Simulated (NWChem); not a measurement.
GaH2OCl; SMILES [OH][GaH][Cl]

```xyz
5

Ga    -0.3650     0.4019     0.0000
H     -1.8671     0.7951     0.0000
Cl     0.2580    -1.6443     0.0000
O      1.0047     1.5296     0.0000
H      0.7583     2.4605     0.0000
```
Atoms are numbered in this order, from 1.

All runs: NWChem. All runs use the structure optimised with PBE0/def2-SVP. Total energies compare along this basis series because the functional is fixed.

```csv
level,basis functions,energy (Ha),highest occupied level (eV),orbital gap (eV),dipole (D),relative time
TPSS/def2-SVP,74,-2461.1299,-7.38,5.78,2.89,1
TPSS/def2-SVPD,104,-2461.1487,-7.70,5.80,2.94,2
TPSS/def2-TZVP,128,-2461.6288,-7.53,5.79,2.89,4
TPSS/def2-TZVPP,149,-2461.6306,-7.53,5.78,2.84,6
TPSS/def2-QZVP,262,-2461.6934,-7.58,5.77,2.86,10
```

The last column is a rough cost ratio, cheapest run = 1.
